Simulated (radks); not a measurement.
Q: These are the eigenvalues of the occupied orbitals of an atom or ion with whole-number occupations (eV). All-electron calculation, non-relativistic Kohn-Sham, SOGGA, spin-polarised, spherical densities, point nucleus. Program: a radial shooting solver on a logarithmic mesh with Libxc functionals.

| orbital | eigenvalue |
|---|---|
| 1s up | -4091.918 |
| 1s down | -4084.677 |
| 2s up | -530.3708 |
| 2s down | -517.5012 |
| 2p up | -463.3103 |
| 2p down | -448.5061 |
| 3s up | -109.5484 |
| 3s down | -102.6138 |
| 3p up | -89.7600 |
| 3p down | -82.8770 |
| 3d up | -58.1452 |

Which element is it, and in what charge state? The configuration may be excited. Open shells, if any, are filled with parallel spins first.

A: Z = 20, calcium, charge +4: Ca4+ in [He] 2s2 2p4 3s2 3p4 3d2. The list shows which subshells hold electrons but not how many an open one holds; the 1s level, -150.38 hartree, gives Z - s = 17.3 by -(Z - s)^2/2, which with screening narrows Z to a few neighbours, and the depths of the outer levels then fix element, charge and occupations together.
